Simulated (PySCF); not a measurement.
hydrogen bromide (BrH), SMILES Br.

Coordinates come from a PBE-D3(BJ)/def2-TZVPD optimisation.

Level of theory: PBE-D3(BJ)/def2-TZVPD run with PySCF.

Frequencies are harmonic and unscaled.

Computed normal modes with their intensities:
```json
[
 {"mode": "1", "ν (cm⁻¹)": "2575", "IR (km/mol)": "10.9", "moving atoms (share of kinetic energy)": "H 99 %"}
]
```
